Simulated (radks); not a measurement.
Results of a calculation; reference values are marked as such.
Effect of the nuclear size on neutral technetium, [Kr] 4d5 5s2. Code: a radial shooting solver on a logarithmic mesh with Libxc functionals. Model: Dirac Kohn-Sham, LDA (Slater exchange, Perdew-Wang correlation), spin-unpolarised, spherical densities, finite nucleus; open shells are shared between the two j in proportion to 2j + 1; Fermi nuclear charge, rms radius 4.4112 fm. The rms radius is varied about that value; shifts are against it.

rms radius (fm)  total energy shift (eV)  density at nucleus (e/bohr^3)  1s1/2 shift (meV)  2s1/2 shift (meV)  4s1/2 shift (meV)  4p1/2 shift (meV)
3.7628                            -0.456                      1.015e+05               -193              -20.8             -0.609              0.081
4.2171                            -0.143                      1.002e+05              -60.5              -6.52             -0.191              0.025
4.4112                                 0                      9.973e+04              0.000              0.000              0.000              0.000
4.7773                             0.286                      9.884e+04                121               13.0              0.382             -0.051
5.0817                             0.539                      9.815e+04                227               24.5              0.720             -0.096

Slopes of the eigenvalues against <r^2> in GHz/fm^2, as finite differences over the two radii next to the reference (eigenvalue slopes, not the field-shift constants of lines): 1s1/2 8690, 2s1/2 937, 4s1/2 27.5, 4p1/2 -3.66.
